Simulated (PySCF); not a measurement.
**Electronic structure of Cr (chromium, neutral) at the CAM-B3LYP level**

Configuration: [Ar] 3d4 4s1 5s1, high-spin 7D determinant (an excited configuration). Computed with PySCF 2.14 in aug-cc-pVDZ (7s6p4d2f, 59 functions), with the non-relativistic Hamiltonian (point nucleus).

```json
{"Total energy": "-1044.264 hartree", "One-electron energy": "-1431.099 hartree", "Hartree (Coulomb) energy": "435.349 hartree", "Exchange-correlation energy": "-48.515 hartree", "Kinetic energy": "1042.64792 hartree", "⟨S²⟩": "12.0004", "⟨L²⟩": "6.007", "Sum of ⟨r⟩": "26.39 bohr", "Sum of ⟨r²⟩": "109.2 bohr²", "Traceless quadrupole moment −½Σ⟨3z² − r²⟩ along its main axis": "0.533 e·bohr²", "Density at the nucleus (Gaussians lack the cusp)": "9260 bohr⁻³", "Spin density at the nucleus": "5.05 bohr⁻³", "Langevin diamagnetic susceptibility": "-86.5 ×10⁻⁶ cm³/mol"}
```

| shell | electrons | mean orbital energy (eV) | spread (eV) | rms radius, mean of both spins (bohr) |
| --- | --- | --- | --- | --- |
| 1s α | 1 | -5878.5 | 0 | 0.0743 |
| 1s β | 1 | -5878.4 | 0 | 0.0743 |
| 2s α | 1 | -680.89 | 0 | 0.321 |
| 2s β | 1 | -679.16 | 0 | 0.321 |
| 2p α | 3 | -579.85 | 0.401 | 0.289 |
| 2p β | 3 | -578.42 | 0.766 | 0.289 |
| 3s α | 1 | -88.580 | 0 | 0.974 |
| 3s β | 1 | -83.822 | 0 | 0.974 |
| 3p α | 3 | -59.919 | 0.287 | 1.05 |
| 3p β | 3 | -54.831 | 1.660 | 1.05 |
| 3d α | 4 | -15.257 | 1.203 | 1.40 |
| 4s α | 1 | -10.257 | 0 | 3.14 |
| 5s α | 1 | -2.091 | 0 | 9.07 |

The outer electron is Rydberg-like, and this basis confines it to a smaller radius and binds it less than a complete one would.
